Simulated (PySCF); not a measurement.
**Atomic charges by several schemes**

Compound: C₄H₉Cl₃Si.
Cartesian coordinates in Å at the GFN2-xTB level; atoms count from 1:
```
atom  x, y, z in Å
Cl1    2.9392    1.6264   -0.4482
C2     2.6597   -0.1359   -0.3643
C3     1.4782   -0.4555    0.5384
C4     0.1643    0.0858   -0.0184
Si5   -1.3215   -0.2975    1.0923
C6    -2.8902    0.3837    0.2042
Cl7   -3.0636   -0.3934   -1.3822
Cl8   -2.7440    2.1413   -0.0015
H9     2.4803   -0.4728   -1.3854
H10    3.5816   -0.5776    0.0143
H11    1.4200   -1.5414    0.6397
H12    1.6602   -0.0376    1.5293
H13    0.0020   -0.3349   -1.0136
H14    0.2597    1.1661   -0.1490
H15   -1.5483   -1.7367    1.2496
H16   -1.2624    0.3832    2.3866
H17   -3.8222    0.2088    0.7372
```

Density: PBE0/pcSseg-1 (PySCF); schemes: Mulliken, IAO, Hirshfeld and ESP-fitted. Geometry: GFN2-xTB, one conformer, isolated molecule.

Question: Tabulate the Mulliken, IAO, Hirshfeld and ESP-fitted charges.

Answer: In e; atoms taken as equivalent share a row and are averaged (×n: the atom named and its like, n in all):

```tsv
atom	environment	Mulliken	IAO	Hirshfeld	ESP-fitted
Cl1	alkyl chlorine	-0.167	-0.119	-0.065	-0.139
C2	sp3 C–Cl carbon	-0.181	-0.232	-0.026	-0.367
C3	chain CH2 carbon	-0.258	-0.250	-0.071	+0.089
C4	sp3 carbon bound to silicon	-0.537	-0.539	-0.164	-0.284
Si5	SiH2 silicon	+0.736	+0.772	+0.328	+0.383
C6	CHCl2 carbon	-0.456	-0.373	-0.056	-0.565
Cl7/Cl8	alkyl chlorine	-0.080	-0.067	-0.045	-0.020
H9/H10	methylene hydrogen	+0.162	+0.161	+0.050	+0.182
H11/H12	methylene hydrogen	+0.138	+0.142	+0.042	+0.046
H13/H14	methylene hydrogen	+0.164	+0.158	+0.029	+0.123
H15/H16	Si–H hydrogen	-0.058	-0.117	-0.074	-0.059
H17	methine hydrogen	+0.213	+0.186	+0.049	+0.337
```

Mean size of the charges over all atoms: IAO 0.221 e, Mulliken 0.221 e, ESP-fitted 0.178 e, Hirshfeld 0.073 e. Each set sums to the total charge, 0, to within 0.001 e. The IAO scheme counts the electrons in orthogonalised intrinsic atomic orbitals, a minimal basis polarised so that it spans the occupied orbitals exactly.

Lowest charge. The schemes don't all agree: Mulliken C4 (-0.537); IAO C4 (-0.539); Hirshfeld C4 (-0.164); ESP-fitted C6 (-0.565).

Highest charge. All schemes agree: Mulliken Si5 (+0.736); IAO Si5 (+0.772); Hirshfeld Si5 (+0.328); ESP-fitted Si5 (+0.383).

Question: Sum the charges by element, for elements with more than one atom.

Answer: 
```
element  atoms  Mulliken     IAO  Hirshfeld  ESP-fitted
     Cl      3    -0.327  -0.254     -0.154      -0.179
      C      4    -1.432  -1.394     -0.317      -1.126
      H      9    +1.023  +0.875     +0.144      +0.922
```

Question: How many electrons does the ESP-fitted scheme count on C2?

Answer: Z − q = 6 − (-0.367) = 6.367.

These values come from a run that also computed NMR shieldings. Time: 73 s wall; peak memory 0.89 GiB. Hardware: one thread of an Arm Neoverse N1, shared host with 64 logical CPUs at a one-minute load of 61.
